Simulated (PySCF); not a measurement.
Two structures of GaSiH$_{7}$S, closed shell, reached by relaxing down either side of one saddle point (PBE0-D4/def2-TZVP). Energies are electronic, without zero-point energy. PySCF 2.14 with density fitting (its default auxiliary sets; JK sets also for MP2 and CCSD(T)); basis: def2-TZVPP and def2-QZVPP; cores frozen in the correlated methods. Filled d shells of the heavier atoms are correlated. The def2 sets are not built for correlating such inner shells, so the correlated values are less sure here. Extrapolation: Hartree–Fock as exp(−7.88 √X), correlation as X^−2.97. First:

Ga1  (-0.639, -1.144, -0.281)
Si2  (1.547, -0.132, -0.124)
H3  (-1.317, -1.300, -1.695)
H4  (-1.179, -2.016, 0.915)
H5  (-1.320, 1.861, -0.401)
S6  (-1.977, 0.980, 0.373)
H7  (1.653, 1.064, -1.016)
H8  (1.822, 0.368, 1.258)
H9  (2.674, -1.040, -0.487)
H10  (-1.272, 1.318, 1.466)
(Å)

Second:

```
atom    x (Å)    y (Å)    z (Å)
 Ga1  -1.0324  -1.3000   0.0690
 Si2   1.3727   0.9192  -0.5036
  H3  -1.3481  -1.9808  -1.2980
  H4   0.1672  -1.6410   1.0138
  H5   0.2334   0.1331  -1.0853
  S6  -2.5858   0.0738   0.8372
  H7   1.6031   2.0713  -1.4081
  H8   0.9954   1.3796   0.8513
  H9   2.5622   0.0377  -0.4552
 H10  -1.9499   0.3271   1.9920
```

Which bonds change from the first to the second?

GaSiH₅ ([SiH3][GaH2]) + H₂S → GaH₃S ([SH][GaH2]) + SiH₄; bonds formed: Si2–H5; dative contacts that become bonds: Ga1–S6; bonds broken: Ga1–Si2, H5–S6.

Give the saddle point's structure and its height above each. (Judge from chemistry; the value comes from the calculation.)

By the calculation: 22.36 kcal/mol above the first and 34.17 kcal/mol above the second (CCSD(T) at an estimated basis limit (MP2 extrapolated from triple and quadruple zeta, plus CCSD(T) − MP2 in triple zeta)).
```csv
atom,x (Å),y (Å),z (Å)
Ga1,-0.4817,-1.2507,-0.0251
Si2,1.2206,0.6970,-0.3834
H3,-0.7070,-1.8300,-1.4504
H4,-0.0853,-1.9055,1.3287
H5,-0.6510,0.5725,-0.0250
S6,-2.2868,0.3447,0.3350
H7,1.0737,1.5586,-1.5859
H8,1.5628,1.5443,0.7907
H9,2.3528,-0.2470,-0.6201
H10,-1.9983,0.5158,1.6354
```

T1 diagnostic: at most 0.014.

Labels in which every atom is bracketed show which atoms are joined, not bond orders.

For scale, one of the runs: CCSD(T)/def2-TZVPP, 230 basis functions, launched by `OMP_NUM_THREADS=4 python run.py`. The run took 14 min on 4 CPU threads of an Arm Neoverse V2 (shared host), with 4 GiB of host memory at its peak.
